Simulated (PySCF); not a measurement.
1,3-disilinane (C4H12Si2), SMILES C1C[SiH2]C[SiH2]C1. Atoms are numbered in the order given.

```xyz
18

C      0.2754     1.8031     0.0000
C     -0.2911     1.1794     1.2895
Si     0.1622    -0.6400     1.5252
C     -0.3920    -1.5907     0.0000
Si     0.1622    -0.6400    -1.5252
C     -0.2911     1.1794    -1.2895
H      1.3766     1.7067     0.0000
H      0.0705     2.8876     0.0000
H      0.0627     1.7432     2.1699
H     -1.3930     1.2702     1.2945
H      1.6480    -0.7568     1.6656
H     -0.4658    -1.1721     2.7740
H     -0.0040    -2.6223     0.0000
H     -1.4948    -1.6485     0.0000
H     -0.4658    -1.1721    -2.7740
H      1.6480    -0.7568    -1.6656
H     -1.3930     1.2702    -1.2945
H      0.0627     1.7432    -2.1699
```
Charge 0, spin multiplicity 1.

Coordinates come from a ωB97X-D3(BJ)/def2-SVP optimisation. Other conformers were not sampled.

Calculation: PBE0/pcSseg-1 (PySCF).

GIAO shieldings, no solvent; atoms listed in one row are averaged. δ = σ(ref) − σ: ¹³C against TMS (σ = 186.3 ppm); ²⁹Si against TMS (σ = 352.7 ppm); ¹H against TMS (σ = 31.56 ppm), references at their B3LYP-D3(BJ)/def2-TZVP geometries, non-relativistic.

| nucleus | atoms | count | δ (ppm) |
|---|---|---|---|
| ¹³C | C1 | 1 | 26.8 |
| ¹³C | C2, C6 | 2 | 14.8 |
| ¹³C | C4 | 1 | -9.1 |
| ²⁹Si | Si3, Si5 | 2 | -37.3 |
| ¹H | H15, H12 | 2 | 4.63 |
| ¹H | H16, H11 | 2 | 4.46 |
| ¹H | H8 | 1 | 2.50 |
| ¹H | H7 | 1 | 1.77 |
| ¹H | H18, H9 | 2 | 1.09 |
| ¹H | H17, H10 | 2 | 0.80 |
| ¹H | H13, H14 | 2 | 0.16 |
